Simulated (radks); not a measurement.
Species: the rhodium ion Rh2+. Configuration: [Kr] 4d7.

All-electron calculation, Dirac Kohn-Sham, PBE, spin-unpolarised, spherical densities, point nucleus; open shells are shared between the two j in proportion to 2j + 1; speed of light set to 1370.36 atomic units (10 times the physical value, a model run). Program: a radial shooting solver on a logarithmic mesh with Libxc functionals.

Energy parts (eV):
| part | energy |
|---|---|
| total | -127554.641 |
| kinetic | 127549.717 |
| electron-nucleus | -302863.569 |
| Hartree | 51435.171 |
| exchange-correlation | -3675.960 |

Orbitals (lengths in bohr, moments of r in powers of bohr; <r^-3> diverges for s and p1/2):
| orbital | occ. | eigenvalue (eV) | <r^-3> |
|---|---|---|---|
| 1s1/2 | 2 | -22399.64 | - |
| 2s1/2 | 2 | -3204.200 | - |
| 2p1/2 | 2 | -2972.032 | - |
| 2p3/2 | 4 | -2970.676 | 2886 |
| 3s1/2 | 2 | -587.5087 | - |
| 3p1/2 | 2 | -495.5793 | - |
| 3p3/2 | 4 | -495.3478 | 495.2 |
| 3d3/2 | 4 | -326.0345 | 75.82 |
| 3d5/2 | 6 | -325.9852 | 75.78 |
| 4s1/2 | 2 | -97.8243 | - |
| 4p1/2 | 2 | -69.8514 | - |
| 4p3/2 | 4 | -69.8149 | 78.41 |
| 4d3/2 | 2.8 | -26.0853 | 7.125 |
| 4d5/2 | 4.2 | -26.0807 | 7.120 |

The highest occupied level is 4d5/2 at -26.081 eV. The density falls to 0.001 e/bohr^3 at r = 3.41 bohr.
